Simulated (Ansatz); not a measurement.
Relaxation of F₅H₃OW (10 atoms, charge 0, multiplicity 1), to a largest force component of 0.03 eV/Å in at most 50 steps.

The calculation used Ansatz, RKS B3LYP-D4/def2-SVP.

```xyz
10
Properties=species:S:1:pos:R:3
W 0.099 0.251 -0.411
F 0.148 -0.231 2.601
F 1.890 -0.252 -0.252
F -0.289 1.948 -1.094
O -1.525 0.438 0.486
H -1.759 -0.124 1.244
F -0.201 -1.568 -0.069
F 0.269 -0.080 -2.247
H 0.751 1.291 0.791
H 0.554 0.600 2.510
```

Problem. Where does it end, and by what steps?

Solution. The run converged. After 23 steps the energy has fallen by 0.160 eV; H10 moved furthest, 1.13 Å. Joined: W1–F2 (3.05 → 2.58 Å).

| step | energy less start (eV) | largest force component (eV/Å) | accepted |
| --- | --- | --- | --- |
| 0 | 0.0000 | 0.192 | yes |
| 1 | 0.0072 | 1.350 | no |
| 2 | -0.0097 | 0.462 | yes |
| 3 | -0.0161 | 0.698 | yes |
| 4 | -0.0289 | 0.533 | yes |
| 5 | -0.0032 | 1.442 | no |
| 6 | -0.0503 | 0.358 | yes |
| 7 | -0.0609 | 0.184 | yes |
| 8 | -0.0627 | 0.511 | yes |
| 9 | -0.0687 | 0.372 | yes |
| 10 | -0.0647 | 0.366 | no |
| 11 | -0.0746 | 0.146 | yes |
| 12 | -0.0800 | 0.162 | yes |
| 13 | -0.0817 | 0.997 | yes |
| 14 | -0.0656 | 2.108 | no |
| 15 | -0.1034 | 0.115 | yes |
| 16 | -0.1184 | 0.119 | yes |
| 17 | -0.1246 | 1.298 | yes |
| 18 | -0.1446 | 0.451 | yes |
| 19 | -0.1497 | 0.175 | yes |
| 20 | -0.1570 | 0.138 | yes |
| 21 | -0.1584 | 0.274 | yes |
| 22 | -0.1600 | 0.042 | yes |
| 23 | -0.1601 | 0.011 | yes |

```xyz
10
Properties=species:S:1:pos:R:3
W 0.029 0.355 -0.257
F 0.290 -0.009 2.286
F 1.798 -0.086 0.293
F -0.466 1.834 -1.286
O -1.715 0.532 0.394
H -2.051 -0.091 1.059
F -0.264 -1.460 0.208
F 0.586 -0.206 -1.948
H 0.549 1.677 0.663
H 1.181 -0.272 2.149
```

Time of the run: 59 s on 4 threads of Arm Neoverse V2, with other jobs on the host, peak memory 0.36 GiB.
